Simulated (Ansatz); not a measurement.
Consider the hydrogen abstraction from a Ga–H bond: `[OH][GaH][Cl]` + `[SiH3]`• → `[OH][Ga][Cl]`• + SiH₄.

Isolated molecules relaxed with PBE0-D4/def2-TZVP in Ansatz; ΔE leaves out vibrations. CCSD(T)/CBS is the MP2 limit (def2-TZVPP, def2-QZVPP) plus CCSD(T) − MP2 in def2-TZVPP, frozen cores. This one scheme is used for every species. DFT in def2-TZVPP. B3LYP here is the variant with VWN-RPA as its local correlation; programs differ in this. Open shells (•) are unrestricted, without spin–orbit coupling. For Ga outer-core shells are correlated without core-valence functions, which leaves a few kJ/mol of doubt a bond. Scalar relativity is left out up to krypton. Each species was taken in one conformer, which may not be the lowest.

Task: Is it downhill or uphill in electronic energy at CCSD(T)/CBS, and by how much? (An estimate is asked.)

Result: The calculation gave: Downhill: ΔE = -40.6 kJ/mol.

Task: What do these levels give: BLYP-D4, B3LYP-D4, BHLYP-D4, revPBE, BLYP, PBE0, CAM-B3LYP, LC-ωPBE, MP2/def2-SVP, HF/def2-TZVPP, SCS-MP2/def2-TZVPP, CCSD/CBS(def2)? (Best estimate.)

Result: Computed: BLYP-D4 -56.7, B3LYP-D4 -53.3, BHLYP-D4 -50.2, revPBE -51.1, BLYP -58.5, PBE0 -46.1, CAM-B3LYP -48.5, LC-ωPBE -38.0, MP2/def2-SVP -39.1, HF/def2-TZVPP -47.1, SCS-MP2/def2-TZVPP -46.5, CCSD/CBS(def2) -39.7 kJ/mol.

Largest T1 diagnostic among the species: 0.015.

Leaving LDA and LC-ωPBE aside and taking each functional with its dispersion term where it has one, the values, not all of them listed here, spread over 17.3 kJ/mol, from BLYP-D4 to B97M-V. LDA lies +4.0 kJ/mol from PBE without D4. From BLYP to BHLYP (50 % exact exchange), in def2-TZVPP and without D4, ΔE moves by +7.2 kJ/mol.
